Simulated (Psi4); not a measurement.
benzonitrile (C₇H₅N), singlet, at a GFN2-xTB geometry, with bond 12-7 at 2.0 times its length. Base run: Psi4 1.11 with HF/STO-3G.

Geometry (Å):
```xyz
13

N      3.1195     0.5551     0.0210
C      1.9909     0.3543     0.0134
C      0.5984     0.1065     0.0040
C     -0.2976     1.1723     0.0917
C     -1.6566     0.9227     0.0820
C     -2.1258    -0.3783    -0.0143
C     -1.2354    -1.4373    -0.1014
C      0.1263    -1.2027    -0.0929
H      0.0793     2.1817     0.1663
H     -2.3531     1.7450     0.1496
H     -3.1889    -0.5674    -0.0215
H     -1.9737    -3.4612    -0.2511
H      0.8292    -2.0201    -0.1602
```
All else is at Psi4's defaults (density fitting).
Base energy -318.16865 Eh.

The base run was repeated with changes; each row names its change, and settings that it needs were set with it.

| change | ΔE vs base (mEh) | SCF cycles | basis functions |
|---|---|---|---|
| base | 0.000 | 10 | 45 |
| e_convergence = 1e-4 | 0.000 | 10 | 45 |
| guess = sap | 0.000 | 13 | 45 |
| d_convergence = 1e-8 | 0.000 | 14 | 45 |
| df_basis_scf = cc-pvtz-jkfit | 1.060 | 10 | 45 |
| cholesky_tolerance = 1e-6 (with scf_type cd) | 0.975 | 10 | 45 |
| guess = modhuckel | 0.000 | 15 | 45 |
| scf_type = mem_df | 0.000 | 10 | 45 |
| guess = huckel | 0.000 | 15 | 45 |
| guess = sapgau | 0.000 | 11 | 45 |
| scf_type = dfdirj+link | -1.618 | 10 | 45 |
| level_shift = 1.0 | 0.000 | 10 | 45 |
| level_shift = 0.3 | 0.000 | 10 | 45 |
